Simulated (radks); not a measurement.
The mean radii <r> (bohr) of the occupied orbitals of an atom or ion are listed with their occupations. Calculated with a radial shooting solver on a logarithmic mesh with Libxc functionals: scalar-relativistic Kohn-Sham, BLYP, spin-unpolarised, spherical densities, point nucleus.

orbital  occ.      <r>
1s          2  0.04029
2s          2   0.1779
2p          6   0.1551
3s          2   0.5108
3p          6   0.5189
3d         10   0.5255
4s          2    1.451
4p          6    1.718

Name the element and its charge.

Answer. Z = 37, rubidium, charge +1: Rb+ in [Kr]. The 1s radius gives Z: for a bare nucleus <r> = (2 gamma + 1)/(2Z) with gamma = sqrt(1 - (Z/c)^2), 0.03954 bohr for Z = 37, and screening makes it slightly larger (0.04029 here). The occupations add up to 36, and the charge is Z minus that.
